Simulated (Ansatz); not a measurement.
CH6Si2, SMILES `C=[SiH][SiH3]` (charge 0, multiplicity 1).

Cartesian coordinates (Å):
```xyz
9

C      1.2177    -1.4408    -0.4068
Si     0.8563     0.1229     0.1747
Si    -1.3162     0.9401     0.1890
H      2.2232    -1.8465    -0.4238
H      0.4435    -2.0978    -0.7871
H      1.9463     0.9903     0.6869
H     -1.7481     1.2633     1.5748
H     -1.4193     2.1766    -0.6306
H     -2.2034    -0.1081    -0.3772
```
Charge 0, spin multiplicity 1.

Frozen-core energies in 6-31g from Ansatz (an electronic-structure program) at a geometry from PBE0-D3(BJ)/def2-TZVP; the HF reference has <S^2> = 0.00 (restricted, and unstable towards unrestricted orbitals) and the T1 diagnostic is 0.011.

| level | energy (Ha) | difference from CCSDT(Q) (mHa) |
|---|---|---|
| HF | -619.02797 | 259.15 |
| MP2 | -619.23530 | 51.83 |
| CCSD | -619.27921 | 7.92 |
| CCSD(T) | -619.28581 | 1.31 |
| CCSDT | -619.28658 | 0.54 |
| CCSDT(Q) | -619.28712 | 0.00 |
